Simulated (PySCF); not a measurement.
**Excitation energy of Zr by level of theory**

Zr [Kr] 4d2 5s2 (3F) → Zr [Kr] 4d2 5s1 5p1 (high-spin determinant), as a difference of total energies. All numbers are calculated (PySCF 2.14, scalar relativity by spin-free X2C-1e, in x2c-QZVPPall (13s8p7d3f2g, 111 functions)). Correlated levels: valence: [Kr] frozen. The calculations carry no spin-orbit coupling.

| method | excitation energy (cm⁻¹) |
| --- | --- |
| UHF | 6701.0 |
| MP2 (valence) | 13171 |
| SCS-MP2 (valence) | 15436 |
| CCSD (valence) | 14065 |
| CCSD(T) (valence) | 14541 |

A first-order spin-orbit estimate (lowest level to lowest level, LS coupling) adds -0.034 eV.

The basis was made for the ground configuration and has no added diffuse functions, so the excitation energy can come out too high.

The determinant of the upper state mixes LS terms, which raises its energy above the lowest term, most at the Hartree-Fock and MP2 levels.
